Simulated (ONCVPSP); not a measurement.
# An all-electron radial function and its pseudo partner (cobalt)

Columns: radius, all-electron u(r) and pseudo u(r) of the 3s shell (level -104.27 eV) of cobalt in the configuration [Ne] 3s2 3p6 3d7 4s1 4p1; PBE, scalar-relativistic, ONCV scheme, ONCVPSP 4.0.1.

| r (bohr) | all-electron | pseudo |
| --- | --- | --- |
| 0.085 | -0.1388 | 0.1784 |
| 0.170 | -0.6735 | 0.3629 |
| 0.255 | -0.3897 | 0.5542 |
| 0.340 | 0.1870 | 0.7450 |
| 0.425 | 0.7078 | 0.9204 |
| 0.510 | 1.0561 | 1.0618 |
| 0.595 | 1.2301 | 1.1533 |
| 0.680 | 1.2698 | 1.1861 |
| 0.765 | 1.2203 | 1.1611 |
| 0.850 | 1.1203 | 1.0885 |
| 0.935 | 0.9964 | 0.9835 |
| 1.020 | 0.8664 | 0.8627 |
| 1.105 | 0.7409 | 0.7402 |
| 1.190 | 0.6256 | 0.6255 |
| 1.275 | 0.5231 | 0.5230 |
| 1.360 | 0.4339 | 0.4338 |
| 1.445 | 0.3577 | 0.3576 |
| 1.530 | 0.2934 | 0.2934 |
| 1.615 | 0.2397 | 0.2397 |
| 1.700 | 0.1951 | 0.1950 |
| 1.785 | 0.1583 | 0.1583 |
| 1.870 | 0.1282 | 0.1281 |
| 1.955 | 0.1035 | 0.1035 |
| 2.040 | 0.0835 | 0.0835 |
| 2.125 | 0.0672 | 0.0672 |
| 2.210 | 0.0540 | 0.0540 |

(1) How many radial nodes do the two functions have?

(2) At about which radius was the pseudo-wave matched?

(3) Where does each function peak?

(4) Is the pseudo-wave norm-conserving?

Results:

(1) The all-electron 3s function has n − l − 1 = 2 (the table is too coarse to show those close to the nucleus); the pseudo-wave has 0, since the states of the same l below it are removed with the core.

(2) 1.35 bohr. The columns agree to 0.0005 from 1.19 bohr on; several derivatives are matched, so the curves merge somewhat inside the radius.

(3) Outermost all-electron maximum near 0.68 bohr, pseudo maximum near 0.68 bohr (to the table’s step).

(4) Yes: the ONCV scheme keeps the norm inside the radius equal to the all-electron one, which fixes the energy derivative of the logarithmic derivative at the level.
